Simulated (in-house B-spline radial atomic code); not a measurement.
Atomic self-consistent-field run: neutral terbium (an excited or competing configuration). Computed with a radial B-spline atomic code at the basis-set limit: Dirac-Hartree-Fock, average of configuration, Fermi nucleus of rms radius 5.06 fm.

Command:
```bash
python run_scf.py task.json out
```
Settings (nuclear radius in fm, mass in u):
```
Z                65
configuration    [Xe] 4f9 6s1 8g1
hamiltonian      dirac
method           hf
spin_polarised   False
nucleus          fermi
rms_radius       5.06
atomic_mass      158.92535
speed_of_light   137.035999084
```

Output (hartree, bohr):
```
 radial grid: 94 intervals, B-splines of order 8, outer radius 245.7 bohr

 iter        energy (Eh)    residual
    1      -11667.446032    7.11e-01
    2      -11681.417976    1.19e+00
    3      -11710.675828    2.46e-01
    4      -11712.147706    7.38e-02
    5      -11712.364873    3.82e-02
    6      -11712.378249    7.08e-03
    7      -11712.380701    6.01e-03
    8      -11712.381610    1.62e-03
    9      -11712.381694    1.27e-04
   10      -11712.381695    4.50e-06
   11      -11712.381695    2.25e-07

 total energy                    -11712.38169
 kinetic                           12805.9106
 electron-nucleus                 -28827.0230
 electron-electron                  4308.7307

 first-order corrections (not in the total)
   Gaunt                            12.2321
   retardation                      -1.2874
   frequency dependence             -0.1709
   self-energy                       8.5985
   Uehling                          -1.4091
   Wichmann-Kroll                    0.0456
   recoil                            0.0259

 orbital      occ     eigenvalue          <r>       <r^2>       <1/r>     <1/r^2>       r_max    small
 1s1/2      2.000     -1922.3751    0.0215031 0.000631472     73.0906     12236.2     0.01364  5.88e-02
 2s1/2      2.000      -323.2431    0.0908763  0.00981434     17.4929     1559.88     0.07759  1.30e-02
 2p1/2      2.000      -306.4243    0.0759802  0.00714139     17.4271     493.379     0.05866  1.31e-02
 2p3/2      4.000      -278.9141    0.0828858  0.00836565      15.344     320.977     0.06455  1.21e-02
 3s1/2      2.000       -73.7530     0.238139   0.0649497     6.40085     339.044      0.2195  4.17e-03
 3p1/2      2.000       -66.4400     0.228197   0.0605834     6.30333     108.209      0.2072  4.10e-03
 3p3/2      4.000       -60.6490     0.241155   0.0674641     5.77861     71.5115      0.2194  3.83e-03
 3d3/2      4.000       -48.2253     0.213846   0.0538014      5.6418     39.8457      0.1744  3.69e-03
 3d5/2      6.000       -46.9769     0.217894   0.0557237     5.51153     37.6368      0.1778  3.61e-03
 4s1/2      2.000       -15.6653     0.541898    0.331338       2.646     79.4394       0.505  1.30e-03
 4p1/2      2.000       -12.7361     0.554289    0.349503     2.53561     24.7824      0.5097  1.22e-03
 4p3/2      4.000       -11.4372      0.58267    0.386056     2.36647     16.5994      0.5352  1.13e-03
 4d3/2      4.000        -6.5760     0.619956    0.446228     2.13839     8.30594      0.5435  9.54e-04
 4d5/2      6.000        -6.3367     0.630662    0.461625      2.0939     7.82922      0.5522  9.28e-04
 5s1/2      2.000        -2.3519      1.35346     2.06254    0.973569     12.2321       1.198  2.47e-04
 5p1/2      2.000        -1.4699      1.51937     2.62327    0.859541     3.36291       1.309  1.97e-04
 5p3/2      4.000        -1.2988      1.61802     2.97685    0.798812      2.2231       1.387  1.74e-04
 4f5/2      3.857        -0.6918     0.851785    0.955706     1.54738     3.15664      0.5588  5.48e-04
 4f7/2      5.143        -0.6606     0.866337    0.992836       1.526     3.07387      0.5646  5.36e-04
 6s1/2      1.000        -0.3768      3.98792      17.816    0.309342     1.10708       3.489  2.63e-05
 8g7/2      0.444        -0.0078      85.9878     8349.93   0.0156307 0.000434645       97.69  2.08e-07
 8g9/2      0.556        -0.0078      85.9876      8349.9   0.0156308 0.000434648       97.69  2.08e-07
```

Time taken, with all properties: 10 s on 1 thread of Arm Neoverse V2 (shared host).

For the Dirac Hamiltonian the kinetic term is c α·p + (β - 1)c².

8g7/2 reaches the box edge.

8g9/2 reaches the box edge.
